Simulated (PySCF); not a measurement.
C₄H₃S, SMILES c1cc[c]s1, multiplicity 2.

Geometry: B3LYP-D3(BJ)/def2-SVP. The isomer is the one that the SMILES or the coordinates give; other isomers of the formula were not compared.

These are CAM-B3LYP/def2-TZVP in PySCF values and carry that method's errors.

Isolated molecule, no solvent.

```yaml
total_energy: -552.29990 hartree
point_group: Cs
"α spin, highest occupied and lowest empty level": -8.38 and 0.46 eV
"β spin, highest occupied and lowest empty level": -8.13 and -2.05 eV
dipole_moment: 1.15 D
quadrupole, principal values (traceless, Buckingham form, about the centre of nuclear charge): -6.26, 1.92, 4.35 D·Å
mean_static_polarisability: 57.6 bohr³ (8.54 Å³)
polarisability_principal_values: 37.2, 62.4, 73.2 bohr³
"⟨S²⟩": 0.763 (pure state 0.75)
```
